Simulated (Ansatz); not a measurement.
A nudged elastic band was laid between two geometries of Cl3FH4HfSi (10 atoms, charge 0, multiplicity 1).

Theory: Ansatz 0.2.0, RKS PBE-D4/def2-SVP.

```
movable images  : 9
climbing image  : yes
spring          : 5.0 eV/Å²
optimiser       : quadratic models (default)
start path      : through a guess of the saddle point
force threshold : 0.05 eV/Å
iteration limit : 60
end points      : relaxed
```

First end point:

```xyz
10
Properties=species:S:1:pos:R:3
Hf 0.320 -0.050 0.017
F 0.785 0.263 1.840
Cl 2.383 0.034 -1.083
Cl -0.944 1.686 -0.963
Cl -0.493 -2.221 -0.400
Si -3.186 0.064 1.331
H -3.602 -0.345 -0.047
H -3.801 -0.831 2.365
H -3.504 1.504 1.597
H -1.686 -0.105 1.458
```

Last end point:

```xyz
10
Properties=species:S:1:pos:R:3
Hf -0.305 -0.098 -0.293
F -0.329 -0.961 1.848
Cl 1.507 1.213 0.440
Cl -1.066 1.022 -2.202
Cl -0.060 -2.326 -1.008
Si -2.708 0.443 0.964
H -3.976 -0.205 0.471
H -2.530 -0.248 2.361
H -3.011 1.861 1.378
H -1.251 -0.701 2.154
```

**Question.** What changes between the two ends?

**Answer.** Bonds broken: Si6–H10. Bonds formed: Hf1–Si6, F2–H10.

**Question.** Give the energies along the band, and the barrier.

**Answer.** The forces met the threshold. The highest image is number 7 of 0 to 10, 46.0 kcal/mol above the first end and 4.0 kcal/mol above the last; the last end lies 42.0 kcal/mol above the first. A vibrational analysis at the climbing image gives one clearly imaginary mode, 376i cm⁻¹: a first-order saddle point. The orbitals stay closed-shell, which can raise the energy where a bond breaks towards radicals; this wasn't checked here.

| image | path coordinate (Å) | energy (kcal/mol) | Si6–H10 (Å) | Hf1–Si6 (Å) | F2–H10 (Å) |
| --- | --- | --- | --- | --- | --- |
| 0 | 0.00 | 0.0 | 1.51 | 3.75 | 2.53 |
| 1 | 0.75 | 0.0 | 1.51 | 3.77 | 2.59 |
| 2 | 1.50 | 0.4 | 1.51 | 3.82 | 2.57 |
| 3 | 2.26 | 2.1 | 1.51 | 3.93 | 2.43 |
| 4 | 3.01 | 4.8 | 1.51 | 3.80 | 2.28 |
| 5 | 3.75 | 8.4 | 1.52 | 3.52 | 2.12 |
| 6 | 4.50 | 22.1 | 1.57 | 3.17 | 1.73 |
| 7 | 5.25 | 46.0 | 1.99 | 2.90 | 1.07 |
| 8 | 5.60 | 45.0 | 2.13 | 2.82 | 1.00 |
| 9 | 5.96 | 42.9 | 2.21 | 2.77 | 0.99 |
| 10 | 6.31 | 42.0 | 2.20 | 2.76 | 1.01 |

**Question.** What is the geometry of the highest image?

**Answer.** 
```xyz
10
Properties=species:S:1:pos:R:3
Hf -0.284 -0.166 -0.216
F -0.128 -1.014 1.840
Cl 1.655 1.100 0.162
Cl -1.396 1.074 -1.865
Cl -0.058 -2.287 -1.182
Si -2.737 0.369 1.240
H -3.790 -0.238 0.355
H -3.023 -0.119 2.649
H -2.859 1.867 1.269
H -1.111 -0.587 1.862
```

**Question.** What are the harmonic wavenumbers there?

**Answer.** 376i, 34, 82, 98, 106, 110, 118, 175, 207, 283, 292, 334, 369, 375, 385, 649, 778, 817, 878, 894, 1902, 2098, 2163, 2180 cm⁻¹.

Run time: 4 min on 4 threads of Intel(R) Xeon(R) 6975P-C (Granite Rapids), with other jobs on the host, peak memory 0.25 GiB.
